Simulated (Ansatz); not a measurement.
Cost and result up the ladder for VH4 (5 atoms). Charge 0, multiplicity 2. Geometry: PBE0-D4/def2-TZVP.

```xyz
5

V     0.000    0.000    0.000
H    -1.399   -0.711    0.456
H     1.116   -0.847    0.841
H     0.038    1.602    0.318
H     0.245   -0.045   -1.615
```

Ansatz on 4 threads of Arm Neoverse V2 on a shared host. Times are rough, and most runs start from the orbitals of an earlier one. ωB97M-V/def2-TZVP serves as the yardstick here, not as an exact answer. Differences are given only for rows in sets of like size (and for xTB, whose basis is part of the method), since another set adds its own error. Binding counts from free atoms at the same level (V quartet, H doublet; other spins of the atoms weren't run), without zero-point energy or a counterpoise term.

Correlated methods freeze 5 core orbitals; core or outer-core shells of V are correlated, in sets that lack core-valence functions. No other spin state of charge 0 was run.

Run but left out: PBE-QIDH/def2-TZVP, MP2/def2-TZVP (⟨S²⟩ 0.96 to 1.19, where a pure state has 0.75); LDA (SPW92)/def2-TZVP (an occupied level 0.15 eV above an empty one); HF/STO-3G (a determinant that CCSD turns far, T1 0.057).

Correlated methods converge slowly with the basis.

```csv
level,functions,wall time,binding energy per atom (eV),difference from ωB97M-V/def2-TZVP (eV),remarks
PBE0-D4/def2-SVP,51,0.85 s,1.85,–,–
CAM-B3LYP-D4/def2-TZVP,69,1.6 s,1.93,0.05,–
CCSD(T)/def2-TZVPD,84,2 s,1.78,-0.10,"large T1 (0.056), spin-contaminated (⟨S²⟩ 1.18)"
CCSD(T)/def2-TZVPP,120,5.5 s,1.85,-0.04,"large T1 (0.057), spin-contaminated (⟨S²⟩ 1.16)"
ωB97M-V/def2-TZVP,69,7 s,1.88,0.00,–
```
